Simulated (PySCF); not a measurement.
C2H6Si, SMILES C=C[SiH3].

Coordinates come from a B3LYP-D3(BJ)/def2-TZVP optimisation.

Calculation: r2SCAN/def2-TZVPD (PySCF).

Symmetry labels are those of the subgroup Cs that the program uses (full group Cs).

Computed valence orbital energies around the gap with their symmetry:
```csv
orbital,symmetry,energy (eV)
HOMO−7,A',-15.24
HOMO−6,A',-13.36
HOMO−5,A',-11.67
HOMO−4,A',-10.29
HOMO−3,A",-8.88
HOMO−2,A',-8.61
HOMO−1,A',-7.96
HOMO,A",-7.11
LUMO,A",-1.31
LUMO+1,A',0.34
LUMO+2,A',0.81
LUMO+3,A',1.09
```
